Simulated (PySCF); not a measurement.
Ga(Cl)3(NH3) (Cl3GaH3N), SMILES [NH3]->[Ga]([Cl])([Cl])[Cl] (connectivity only; charge and spin as stated), neutral, multiplicity 1.

Coordinates come from a PBE0-D3(BJ)/def2-SVP optimisation. The isomer is the one that the SMILES or the coordinates give; other isomers of the formula were not compared. The values are those of a single conformer.

Calculation: PBE0-D3(BJ)/def2-SVP (PySCF 2.14.0).

Frequencies are harmonic and unscaled.

Modes within 1.5 cm⁻¹ of each other (mostly degenerate sets) share a row, with their intensities summed.

```json
[
 {"mode": "1–2", "ν (cm⁻¹)": "113", "IR (km/mol)": "16.7", "Raman (Å⁴/amu)": "2.9", "depolarisation": "0.75", "moving atoms (share of kinetic energy)": "Cl 60 %, N 28 %, H 11 %"},
 {"mode": "3", "ν (cm⁻¹)": "124", "IR (km/mol)": "0.0", "Raman (Å⁴/amu)": "0.0", "depolarisation": "–", "moving atoms (share of kinetic energy)": "H 99 %"},
 {"mode": "4–5", "ν (cm⁻¹)": "129", "IR (km/mol)": "0.7", "Raman (Å⁴/amu)": "3.6", "depolarisation": "0.75", "moving atoms (share of kinetic energy)": "Cl 48 %, Ga 22 %, N 17 %, H 13 %"},
 {"mode": "6", "ν (cm⁻¹)": "153", "IR (km/mol)": "27.7", "Raman (Å⁴/amu)": "0.9", "depolarisation": "0.66", "moving atoms (share of kinetic energy)": "Cl 50 %, Ga 41 %"},
 {"mode": "7", "ν (cm⁻¹)": "366", "IR (km/mol)": "9.5", "Raman (Å⁴/amu)": "10.1", "depolarisation": "0.06", "moving atoms (share of kinetic energy)": "Cl 94 %"},
 {"mode": "8", "ν (cm⁻¹)": "406", "IR (km/mol)": "6.9", "Raman (Å⁴/amu)": "2.7", "depolarisation": "0.02", "moving atoms (share of kinetic energy)": "N 66 %, H 17 %, Ga 17 %"},
 {"mode": "9–10", "ν (cm⁻¹)": "434", "IR (km/mol)": "131.3", "Raman (Å⁴/amu)": "4.1", "depolarisation": "0.75", "moving atoms (share of kinetic energy)": "Cl 60 %, Ga 38 %"},
 {"mode": "11–12", "ν (cm⁻¹)": "660", "IR (km/mol)": "114.0", "Raman (Å⁴/amu)": "1.5", "depolarisation": "0.75", "moving atoms (share of kinetic energy)": "H 81 %, N 16 %"},
 {"mode": "13", "ν (cm⁻¹)": "1206", "IR (km/mol)": "229.7", "Raman (Å⁴/amu)": "0.3", "depolarisation": "0.20", "moving atoms (share of kinetic energy)": "H 82 %, N 18 %"},
 {"mode": "14–15", "ν (cm⁻¹)": "1612", "IR (km/mol)": "50.1", "Raman (Å⁴/amu)": "12.7", "depolarisation": "0.75", "moving atoms (share of kinetic energy)": "H 95 %"},
 {"mode": "16", "ν (cm⁻¹)": "3482", "IR (km/mol)": "30.4", "Raman (Å⁴/amu)": "83.1", "depolarisation": "0.00", "moving atoms (share of kinetic energy)": "H 98 %"},
 {"mode": "17–18", "ν (cm⁻¹)": "3619", "IR (km/mol)": "144.5", "Raman (Å⁴/amu)": "69.2", "depolarisation": "0.75", "moving atoms (share of kinetic energy)": "H 92 %, N 8 %"}
]
```
